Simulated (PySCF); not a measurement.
MoF3, SMILES [F][Mo]([F])[F] (connectivity only; charge and spin as stated), neutral, multiplicity 4. Geometry: B3LYP-D3(BJ)/def2-TZVP. The multiplicity is an assumed one; other spin states were not compared. The def2 effective core potentials stand for the cores of Mo; spin–orbit coupling is left out.

Calculation: B3LYP-D3(BJ)/def2-TZVP (PySCF 2.14.0).

Harmonic wavenumbers (cm⁻¹): 147, 165, 165, 663, 694, 694. Rotational constants (GHz): 5.112, 5.112, 2.556; symmetry number 6.

Task: Work out the zero-point energy and the ideal-gas rigid-rotor harmonic-oscillator thermochemistry at 298.15 K and 1 atm.

Result: ZPE = ½ Σ hcν = ½ × 2529 cm⁻¹ = 15.12 kJ/mol. H − E(el) = 30.92 kJ/mol. Entropy in J/(mol K): translation 171.48, rotation 93.80, vibration 36.24, spin 11.53, total 313.04. G − E(el) = -62.41 kJ/mol. Cp = 67.82 J/(mol K). Modes under 150 cm⁻¹ make the vibrational entropy uncertain.
